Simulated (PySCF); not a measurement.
Molecule: C2HCl2, charge 0, multiplicity 2. It need not be the lowest isomer of its formula. SMILES: Cl/C=[C]\Cl
Geometry: optimised at B3LYP-D3(BJ)/def2-TZVP (Ansatz).

Dispersion corrections to the total energy (kcal/mol) from the dftd3 and dftd4 libraries through PySCF: D3(BJ) without and D4 with the three-body term, each with the damping fitted for the functional named.

| functional | D3(BJ) | D4 |
|---|---|---|
| revPBE | … | -8.68 |
| B2PLYP | -2.47 | -1.97 |
| PW6B95 | -1.55 | -2.47 |
| BP86 | -4.83 | -3.85 |
| HF | -23.13 | -10.21 |
| BHLYP | -4.16 | … |
| PBE0 | … | -2.38 |

Complete the blanks.


- revPBE, D3(BJ): -7.05
- BHLYP, D4: -3.55
- PBE0, D3(BJ): -2.48
